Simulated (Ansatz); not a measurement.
Input and output for the cluster Na₃Br₄.

```yaml
crystal:
  periodic: [false, false, false]
  atoms:
    - {symbol: Na, position_ang: [1.806298, -0.681950, 0.960206]}
    - {symbol: Na, position_ang: [-0.721536, 2.555036, 0.738606]}
    - {symbol: Na, position_ang: [-1.372502, -0.897368, -1.400287]}
    - {symbol: Br, position_ang: [-0.163874, -2.703862, 0.467481]}
    - {symbol: Br, position_ang: [1.514490, 1.767273, 1.970834]}
    - {symbol: Br, position_ang: [1.403292, -1.537258, -1.749605]}
    - {symbol: Br, position_ang: [-2.466147, 1.498139, -0.987234]}
basis:
  gaussian: {orbitals: def2-TZVP, final_grid: {core_spheres: 8, valence_spheres: 7, degree: 23}}
magnetization: {spin_polarized: true, initial_magnetization: 1}
hamiltonian: {xc: {name: wB97}}
scf: {omitted_lower_state_checks: [starts]}
output: {forces: true}
```

```sh
$ ansatz run in.yaml --threads 4 --pin off --events-out ev --progress --plain --max-ram 8704MiB
```

It prints (some lines left out):

```
Functional definition: wB97
2335 factors; their error is unknown
757 factors; integrals over basis functions are off by at most 2.5e-5 eV
mean field evaluation 1: about -293457.8046 eV, gradient 1.5e1 eV
mean field evaluation 2: about -293458.8708 eV, gradient 8.0e0 eV
mean field evaluation 4: about -293459.0796 eV, gradient 4.0e-1 eV
mean field evaluation 8: about -293459.0811 eV, gradient 3.8e-2 eV
mean field evaluation 16: about -293458.9796 eV, gradient 1.1e-3 eV
mean field -293458.97962117 eV, -10784.4185874373 hartree, gradient 8.1e-5 eV, S^2 0.759080; 0 other end points of the search recorded, 0 dependent functions left out
reference -293458.97960021 eV, -10784.4185866671 hartree; 87, 86 occupied and 201, 202 virtual orbitals, 2335 factors
Total energy: -293458.97960021 eV, -10784.4185866671 hartree
Atom 0 at     1.806298    -0.681950     0.960206 Å, force     0.043049    -0.001464     0.026716 eV/Å
Atom 1 at    -0.721536     2.555036     0.738606 Å, force    -0.009157     0.027644     0.009424 eV/Å
Atom 2 at    -1.372502    -0.897368    -1.400287 Å, force    -0.037574    -0.006944    -0.033239 eV/Å
Atom 3 at    -0.163874    -2.703862     0.467481 Å, force     0.096837     0.065818    -0.136588 eV/Å
Atom 4 at     1.514490     1.767273     1.970834 Å, force    -0.006403    -0.005888    -0.008870 eV/Å
Atom 5 at     1.403292    -1.537258    -1.749605 Å, force    -0.097610    -0.074517     0.138377 eV/Å
Atom 6 at    -2.466147     1.498139    -0.987234 Å, force     0.010858    -0.004649     0.004180 eV/Å
Dipole moment:     0.050309    -0.168046    -0.052338 e Å
Checks for a lower state left out: starts
```

Hardware: 4 threads of Arm Neoverse N1 on a shared host. Wall time 47 s, peak host memory 1.6 GiB.
